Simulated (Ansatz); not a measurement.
C₂H₆Sn, SMILES `C=[CH][SnH3]`. The species carries charge 0 and has multiplicity 1. Sn takes the def2 core potential. The structure was optimised at the PBE0-D4/def2-TZVP level.

```xyz
9

C     1.647   -0.161   -0.113
C     0.505   -0.513    0.464
Sn   -1.368    0.316   -0.102
H     1.692    0.574   -0.912
H     2.599   -0.593    0.187
H     0.527   -1.255    1.259
H    -2.429   -0.911   -0.640
H    -1.077    1.428   -1.364
H    -2.095    1.115    1.221
```

**Question.** What is the dipole moment at B3LYP/def2-TZVPP? (Estimate.)

**Answer.** Ansatz gave: 0.63 D, with components (0.56, -0.24, 0.16) D in this frame, pointing from negative to positive charge.

**Question.** And with PBE, r2SCAN, ωB97M-V? (Best estimate.)

**Answer.** Computed: PBE 0.65 D, r2SCAN 0.65 D, ωB97M-V 0.59 D.

**Question.** Give the Mulliken charges with B3LYP, ωB97M-V, r2SCAN in def2-TZVPP. (Best estimate.)

**Answer.** The calculation gave: 
```json
{"atom": "C1", "B3LYP": "-0.21", "ωB97M-V": "-0.19", "r2SCAN": "-0.14"}
{"atom": "C2", "B3LYP": "-0.33", "ωB97M-V": "-0.35", "r2SCAN": "-0.33"}
{"atom": "Sn3", "B3LYP": "0.65", "ωB97M-V": "0.53", "r2SCAN": "0.63"}
{"atom": "H4", "B3LYP": "0.10", "ωB97M-V": "0.10", "r2SCAN": "0.07"}
{"atom": "H5", "B3LYP": "0.11", "ωB97M-V": "0.11", "r2SCAN": "0.08"}
{"atom": "H6", "B3LYP": "0.09", "ωB97M-V": "0.10", "r2SCAN": "0.06"}
{"atom": "H7", "B3LYP": "-0.13", "ωB97M-V": "-0.10", "r2SCAN": "-0.13"}
{"atom": "H8", "B3LYP": "-0.14", "ωB97M-V": "-0.10", "r2SCAN": "-0.13"}
{"atom": "H9", "B3LYP": "-0.13", "ωB97M-V": "-0.10", "r2SCAN": "-0.13"}
```

B3LYP here is the variant with VWN-RPA as its local correlation; programs differ in this.
